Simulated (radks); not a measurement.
The numbers below are computed, except where a source is named.
Task: Ionisation of the hafnium ion Hf3+, [Xe] 4f14 5d1, to Hf4+, [Xe] 4f14, under several functionals. Scalar-relativistic Kohn-Sham, spin-unpolarised, spherical densities, point nucleus; a radial shooting solver on a logarithmic mesh with Libxc functionals. The NIST Atomic Spectra Database gives 33.37 eV (semi-empirical). Rank these functionals by the error of their Delta-SCF ionisation energy: LDA (Slater exchange, Perdew-Zunger correlation); LDA (Slater exchange, VWN5 correlation); PW91; RPBE; SOGGA.

Result: From best to worst: LDA (Slater exchange, VWN5 correlation) 33.144 eV (-0.226); LDA (Slater exchange, Perdew-Zunger correlation) 33.138 eV (-0.232); PW91 32.964 eV (-0.406); RPBE 32.789 eV (-0.581); SOGGA 32.719 eV (-0.651). Spin polarisation and multiplet splitting are left out, so open shells lie too high by an amount that depends on their filling. Spin-orbit splitting is averaged out at the scalar-relativistic level.

Beside tabulated values, note that spin-unpolarised runs miss the spin-polarisation part of the exchange energy of open shells.
